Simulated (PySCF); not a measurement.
Excitation energy of Ne²⁺ by level of theory

Ne²⁺ [He] 2s2 2p4 (3P) → Ne²⁺ [He] 2s1 2p5 (3P), as a difference of total energies. Calculation: PySCF 2.14, in aug-cc-pwCVTZ (7s6p4d2f, 59 functions); the non-relativistic Hamiltonian (point nucleus). Correlated levels: valence and next inner shell: nothing frozen. The calculations carry no spin-orbit coupling.

| method | excitation energy (eV) |
| --- | --- |
| UHF | 26.545 |
| MP2 (valence and next inner shell) | 25.500 |
| SCS-MP2 (valence and next inner shell) | 25.437 |
| CCSD (valence and next inner shell) | 25.318 |
| CCSD(T) (valence and next inner shell) | 25.264 |

**Question.** How much does correlation contribute at CCSD(T) (valence and next inner shell)?

**Answer.** 25.264 − (26.545) = -1.281 eV, measured against UHF.
